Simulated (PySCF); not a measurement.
HfCl₃: from structure and modes to constants

All numbers come from UPBE/[Hf def2-SVP with ECP60, Cl def2-SVP], scalar-relativistic core potentials, density fitting, no spin–orbit coupling, PySCF.

The doublet minimum has C2v symmetry. Masses (u): Hf 179.94655, Cl 34.96885.

```xyz
4
charge 0 multiplicity 2, angstrom
Hf    0.0000    0.0000    0.0047
Cl    0.0000    0.0000    2.3475
Cl    2.0285    0.0000   -1.1680
Cl   -2.0285    0.0000   -1.1680
```

Harmonic wavenumbers (cm⁻¹): 59.0 (b1, ×1), 85.6 (b2, ×1), 85.7 (a1, ×1), 362.0 (a1, ×1), 385.8 (b2, ×1), 386.3 (a1, ×1).

**Question.** What is the harmonic zero-point energy?

**Answer.** Half the sum of all 6 wavenumbers, 1364/2 = 682 cm⁻¹, which is 8.2 kJ/mol (1 cm⁻¹ = 0.0119627 kJ/mol).

**Question.** Give the standard entropy (298.15 K, 1 bar) by its translational, rotational, vibrational and spin parts, and Cp.

**Answer.** Sackur–Tetrode with M = 284.85 u gives 179.3; rotation with symmetry number 2 gives 116.3; vibration 63.4; spin R ln 2 = 5.8. The total is 364.8 J/(mol K), and Cp = 4 R + 43.7 = 77.0 J/(mol K).

Other isomers or separated fragments may lie lower. With open d or f shells other occupations or spin states may lie lower. With an element this heavy the missing spin–orbit coupling can shift these numbers.
